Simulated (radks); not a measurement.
Question: Ionisation of the hafnium ion Hf2+, [Xe] 4f14 5d2, to [Xe] 4f14 5d1 as the strength of local exchange is varied. All-electron calculation, Dirac Kohn-Sham, Slater X-alpha exchange (alpha = 2/3 is LDA exchange), no correlation, spin-unpolarised, spherical densities, finite nucleus; open shells fill j = l - 1/2 first; Fermi nuclear charge, rms radius 5.347 fm. Program: a radial shooting solver on a logarithmic mesh with Libxc functionals.

| alpha | E(Hf2+) (hartree) | exchange (hartree) | IE (eV) | -e of the level emptied (eV) | <r> of it (bohr) |
|---|---|---|---|---|---|
| 0.579 | -15040.0004 | -253.5735 | 19.923 | 14.961 (5d3/2) | 2.181 |
| 0.672 | -15080.7901 | -295.1749 | 21.098 | 16.004 (5d3/2) | 2.113 |
| 0.849 | -15158.7551 | -375.0122 | 23.476 | 18.141 (5d3/2) | 1.997 |
| 0.855 | -15161.4057 | -377.7337 | 23.560 | 18.217 (5d3/2) | 1.993 |
| 0.968 | -15211.4169 | -429.1730 | 25.178 | 19.691 (5d3/2) | 1.928 |
| x | -15078.5941 | -292.9322 | 21.033 | 15.946 (5d3/2) | 2.117 |

Which alpha was used in the last row?

Answer: alpha = 0.667. NIST Atomic Spectra Database: 22.55 eV (theoretical). The Delta-SCF value meets it near alpha = 0.78. Spin polarisation and multiplet splitting are left out, so open shells lie too high by an amount that depends on their filling.

Beside tabulated values, note that spin-unpolarised runs miss the spin-polarisation part of the exchange energy of open shells.
